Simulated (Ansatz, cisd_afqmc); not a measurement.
Species: WO₂F₂, charge 0, singlet. WO2F2 (SMILES [F][W]([F])(=[O])=[O]).
B3LYP-D3(BJ)/def2-TZVP minimum from Ansatz (an electronic-structure program):
```xyz
5

W      0.0191    -0.0043     0.0065
O      1.3568    -0.4033    -0.9709
O      0.5600    -0.0319     1.6222
F     -0.5551     1.7152    -0.4162
F     -1.3060    -1.2926    -0.2162
```
Charge 0, spin multiplicity 1.

Total energies in def2-TZVPP, 32 correlated electrons, 8 frozen orbitals. Open shells are spin-unrestricted; no spin-orbit coupling. Correlated methods leave the cores frozen (noble-gas shells, and filled d and f shells in the p block). Past Kr the def2 sets carry scalar-relativistic core potentials. AFQMC is phaseless with a CISD trial state; ± is one standard error, without the phaseless bias. Outlying blocks are dropped, and bars are widened where a walk drifts. Over all cases where full CI ran beside it in this data, AFQMC minus full CI had a median of +0.1 mEh and passed +0.4 mEh in a tenth of the cases. The T1 diagnostic of F2O2W ([O]=[W](=[O])([F])[F], singlet) reaches 0.025 in the sets run.

```csv
method,program,energy (Eh),minus AFQMC/CISD (mEh)
HF,Ansatz,-415.32703,1261.1 ± 0.7
MP2,Ansatz,-416.58874,-0.6 ± 0.7
CCSD,Ansatz,-416.52088,67.2 ± 0.7
CCSD(T),Ansatz,-416.58517,2.9 ± 0.7
AFQMC/CISD,cisd_afqmc,-416.5881 ± 0.0007,0.0
```
